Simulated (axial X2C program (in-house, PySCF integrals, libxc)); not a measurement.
## Worked dissociation energy of BiB: r2SCAN0, spin-free

Calculated with an in-house relativistic program for diatomic molecules. Spin-free means the one-electron spin-free X2C Hamiltonian. Basis: Bi dyall-cv3z [12s14p10d6f1g], B dyall-v3z [7s6p2d1f] (cores contracted in-house); Gaussian nuclei, density fitting, unrestricted open shells. Masses: Bi 208.980 u, B 11.009 u.

Molecular state: M_S = 1, Λ = 1 (beyond evenly filled blocks: σα, π+α, π+β, π-α).

- E(Bi) (2M_S = 3, M_L = 0): -21535.384657 hartree
- E(B) (2M_S = 1, M_L = 0): -24.646877 hartree
- E(BiB) at Re: -21560.100465 hartree
- ωe: 636.4 cm⁻¹

Task: Work out De and D0.

Result: De = -21535.384657 + (-24.646877) − (-21560.100465) = 0.06893 hartree = 1.876 eV. The zero-point energy is ωe/2 = 318 cm⁻¹ = 0.039 eV, so D0 = 1.836 eV.

One determinant describes the state; a PBE0 search over occupations chose it and may have missed a lower one. De is counted from the lowest determinant-based energies of the atoms at the same level, without counterpoise correction. Other states lie close and PBE0, whose exact exchange favours high spin, may order them wrongly; the determinant shown need not be the ground state. The nearest other spin-free determinant of the search, M_S = 0, Λ = 1, lies 0.13 eV up at the distance of the search. The functionals have no current-density term, which raises determinants with orbital currents, atoms included.

Each atomic determinant is the lowest at this level and need not be a pure term. Totals compare only within one Hamiltonian and basis.
